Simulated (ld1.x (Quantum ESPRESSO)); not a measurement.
## Which change was made? (Yb, PAW)

ld1.x (Quantum ESPRESSO) 7.5 input, shortened:

```
&input
   title='Yb', zed=70., rel=1, dft='PZ', iswitch=3,
   config='[Xe] 4f14 5d0 6s2 6p0'
 /
 &inputp
   pseudotype=3, lpaw=.true., tm=.true., lloc=-1, rcloc=2.55,
   nlcc=.true., new_core_ps=.true., rcore=1.05,
   which_augfun='PSQ', rmatch_augfun_nc=.true.
 /
6
5S  1  0   2.00   0.00  1.65  1.80  0.0
6S  2  0   2.00   0.00  1.65  1.80  0.0
5P  2  1   6.00   0.00  2.05  2.30  0.0
6P  3  1   0.00   0.00  2.05  2.30  0.0
5D  3  2   0.00   0.00  2.55  2.80  0.0
5D  3  2   0.00   0.45  2.55  2.80  0.0
 &test
   configts(1)='5s2 5p6 5d0 6s2 6p0'
 /
```

Cutoffs, loose and tight: the cutoffs (Ry, on a coarse ladder) from which the occupation-weighted sum of valence levels, in a spherical-Bessel basis at the reference potential, stays within 10 and 1 mRy of its value at 400 Ry. They do not see the model core or the augmentation charge, which bear on the density cutoff. Test errors are all-electron minus pseudo excitation energies from the reference, over the configurations 5s2 5p6 5d0 6s1 6p0; 5s2 5p6 5d0 6s0 6p0; 5s2 5p6 5d0 6s1.5 6p0; 5s2 5p6 5d0 6s0 6p2; 5s1 5p6 5d0 6s2 6p0; 5s2 5p6 5d1 6s0 6p0; 5s2 5p6 5d0 6s1 6p1 (two spin-polarised tests are not counted in the largest error); variants that change the core or the reference have their own tests. The largest error is taken over the tests solved by every variant that gives reliable tests at all, those not shown here included: 5s2 5p6 5d0 6s0 6p0; 5s2 5p6 5d0 6s0 6p2; 5s2 5p6 5d0 6s1 6p0; 5s2 5p6 5d0 6s1 6p1; 5s2 5p6 5d0 6s1.5 6p0; 5s2 5p6 5d1 6s0 6p0.

The base gives: outcome: generated; cutoff, loose: 18 Ry; cutoff, tight: 30 Ry; bound ghosts: none; largest test error (meV): -156.

Task: After one change the result is: outcome: failed: compute_q_3bess: problem with the q_i coefficients. Which change was it?
A. local potential all-electron potential smoothed inside 1.90 bohr (lloc = -1)
B. augmentation PSQ, radius 1.85 bohr
C. all radii but the core radius scaled by about 0.89 (s 1.60, p 2.06, d 2.50 bohr, rcut 1.48/1.84/2.28); local potential all-electron potential smoothed inside 2.28 bohr (lloc = -1)

Result: B. The others give: local potential all-electron potential smoothed inside 1.90 bohr (lloc = -1) → outcome: generated, overlap not positive; bound ghosts: not determined (overlap not positive); largest test error (meV): -154 | all radii but the core radius scaled by about 0.89 (s 1.60, p 2.06, d 2.50 bohr, rcut 1.48/1.84/2.28); local potential all-electron potential smoothed inside 2.28 bohr (lloc = -1) → outcome: failed: new_paw_hamiltonian: negative rho. A file whose overlap is not positive is unfit for use, and its test errors describe a broken file.
